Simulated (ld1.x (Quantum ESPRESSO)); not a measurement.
What one change does to a pseudopotential (Sb, PAW)

Sb, PAW, made with ld1.x (Quantum ESPRESSO) 7.5 (LDA (PZ), scalar-relativistic). Core [Kr], reference 4d10 5s2 5p3. Waves: 5s (bound): rcut 1.75, rcutus 2.25 bohr; 5s channel at 1.4 Ry: rcut 1.75, rcutus 2.25 bohr; 5p (bound): rcut 1.45, rcutus 1.80 bohr; 5p channel at 2.3 Ry: rcut 1.45, rcutus 1.80 bohr; 4d (bound): rcut 1.35, rcutus 1.80 bohr; 4d channel at -0.65 Ry: rcut 1.35, rcutus 1.80 bohr. Local part: all-electron potential smoothed inside 1.50 bohr (lloc = -1). Core correction: Bessel-smoothed model core, default radius (core density twice the valence density). Augmentation charge: BESSEL, radius 1.15 bohr.

Change: functional PBE.

Cutoffs: the cutoffs (Ry, on a coarse ladder) from which the occupation-weighted sum of valence levels, in a spherical-Bessel basis at the reference potential, stays within 10 and 1 mRy of its value at 400 Ry; they do not see the model core or the augmentation charge, which bear on the density cutoff. Errors are all-electron minus pseudo energies relative to the spin-unpolarised reference configuration.

Task: What does the change do?

Result: The potential gets neither clearly harder nor softer (35 Ry and 60 Ry → 35 Ry and 60 Ry); both files keep a bound ghost (p, s); the number of tests with a reliable result goes from 9 to 7; of the 7 tests that both files solve, the error grows in 1 and shrinks in 1 by more than 15 % and 0.3 meV (median size 7.9 → 7.2 meV).

```tsv
quantity	base	changed
cutoff, loose	35 Ry	35 Ry
cutoff, tight	60 Ry	60 Ry
bound ghosts	s, p	s, p
error for 4d10 5s2 5p2, meV [ΔE 8.52 → 8.32 eV]	-2.3	-2.2
error for 4d10 5s2 5p1, meV [ΔE 24.77 → 24.28 eV]	-7.9	-7.2
error for 4d10 5s2 5p0, meV [ΔE 49.56 → 48.70 eV]	-19	-17
error for 4d10 5s1 5p4, meV [ΔE 8.21 → 8.11 eV]	-0.6	+1.6
error for 4d9 5s2 5p3, meV [ΔE 40.80 → 40.74 eV]	-332	-330
error for 4d9 5s2 5p4, meV [ΔE 31.00 → 31.12 eV]	-308	-309
error for 4d10 5s1 5p3, meV [ΔE 17.34 → 17.05 eV]	-3.6	-1.0
s: phases at 2.46 bohr within 0.05 rad from the reference energy up to (Ry; the scan ends near 5)	4.9	4.8
p: phases at 2.46 bohr within 0.05 rad from the reference energy up to (Ry; the scan ends near 5)	n/a	to the end of the scan
d: phases at 2.46 bohr within 0.05 rad from the reference energy up to (Ry; the scan ends near 5)	0.9	0.9
lowest overlap eigenvalue by channel	s 0.27, p 0.61, d 0.06	s 0.26, p 0.62, d 0.04
```

 A true bound ghost makes a file unfit for plane-wave use even where its test errors are small: the radial tests pick states by their node count and pass the ghost by.
